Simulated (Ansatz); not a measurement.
Cost and result for the atomization energy of H9NOSi3, SMILES `[SiH3]N[SiH2]O[SiH3]` (14 atoms, 13 bonds).

Cartesian coordinates in Å:
```
Si -0.857 -0.534 1.957
N 0.417 -1.073 0.921
Si 1.480 -0.099 -0.011
O 0.862 0.337 -1.462
Si -0.482 0.927 -2.183
H -0.852 0.950 1.900
H -0.659 -0.976 3.364
H -2.181 -1.042 1.508
H 0.477 -2.068 0.760
H 1.759 1.135 0.763
H 2.709 -0.876 -0.293
H -0.436 0.575 -3.623
H -0.536 2.405 -2.035
H -1.701 0.338 -1.567
```

The species carries charge 0 and has multiplicity 1. All single points use the PBE0-D4/def2-TZVP geometry. It is one conformer, not always the lowest. Program: Ansatz. All runs use 2 threads of an AMD EPYC 7R13 on a shared host and a share of an NVIDIA H100 80 GB. Times are those of one run each, without the atoms' runs, and a repeat can differ threefold. Electronic energies, without spin–orbit coupling; frozen cores. CCSD(T)/CBS adds CCSD(T) − MP2 in def2-TZVPP to the MP2 limit, and its time is that of the two runs behind it. T1 = 0.011. B3LYP takes the VWN-RPA correlation (the form of Gaussian; ORCA's B3LYP/G).

CCSD(T)/CBS is a level of theory with its own doubt, some kJ/mol a heavy atom from the limit and from the frozen cores, so smaller differences don't rank the functionals.

| level | functions | atomization (kcal/mol) | difference from CCSD(T)/CBS | per bond |
| --- | --- | --- | --- | --- |
| PBE-D4/def2-TZVPP (with forces) | 314 | 1108.4 | -16.0 | -1.2 |
| PBE0-D4/def2-TZVPP | 314 | 1100.7 | -23.7 | -1.8 |
| B3LYP-D4/def2-TZVPP (with forces) | 314 | 1120.4 | -4.0 | -0.3 |
| MP2/def2-QZVPP | 594 | 1116.1 | -8.3 | -0.6 |
| CCSD(T)/def2-TZVPP | 314 | 1091.6 | -32.8 | -2.5 |
| ωB97M-V/def2-TZVPP (with forces) | 314 | 1123.4 | -1.0 | -0.1 |
| B2PLYP/def2-TZVPP | 314 | 1106.3 | -18.1 | -1.4 |
| r2SCAN-D4/def2-TZVPP (with forces) | 314 | 1114.7 | -9.7 | -0.7 |
| ωB97X-V/def2-TZVPP | 314 | 1128.8 | 4.4 | 0.3 |
| CCSD(T)/CBS(def2) | – | 1124.4 | 0.0 | 0.0 |

Order the runs by time, with rough figures. (An estimate is asked.)

Computed: PBE0-D4/def2-TZVPP 5.5 s; r2SCAN-D4/def2-TZVPP (with forces) 6 s; B2PLYP/def2-TZVPP 6 s; PBE-D4/def2-TZVPP (with forces) 6 s; MP2/def2-QZVPP 8 s; B3LYP-D4/def2-TZVPP (with forces) 9.5 s; ωB97M-V/def2-TZVPP (with forces) 11 s; ωB97X-V/def2-TZVPP 12 s; CCSD(T)/def2-TZVPP 13 s; CCSD(T)/CBS(def2) 21 s.

The D4 term adds +13.2 kcal/mol with B3LYP and +7.1 kcal/mol with PBE0; it sums over pairs of atoms, weighted by their polarisabilities, and B3LYP, whose exchange is more repulsive, gets the larger term. From PBE to PBE0 (25 % exact exchange), in def2-TZVPP and without D4, the atomization energy moves by −6.7 kcal/mol: exact exchange takes away binding that semilocal exchange gives to molecules. In def2-TZVPP, CCSD(T) changes the Hartree–Fock value by +257.0 kcal/mol (the triples alone add +11.2 kcal/mol) and MP2 by +261.6 kcal/mol; breaking electron pairs costs correlation energy, which Hartree–Fock lacks.
